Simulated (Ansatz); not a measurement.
(1) Predict a relaxed structure of Mg₂F₂⁺ (the lowest doublet isomer of a short search), charge 1, doublet, at r2SCAN-D4/def2-TZVP (Ansatz).

## Answers

(1) 
```xyz
4

Mg    0.177   -0.289    1.385
Mg   -0.177    0.289   -1.385
F    -0.425    1.131    0.291
F     0.425   -1.131   -0.291
```
Point group D2h (tolerance 0.1 Å). This is one stationary point.

The structure comes from a short search, and lower isomers may exist.
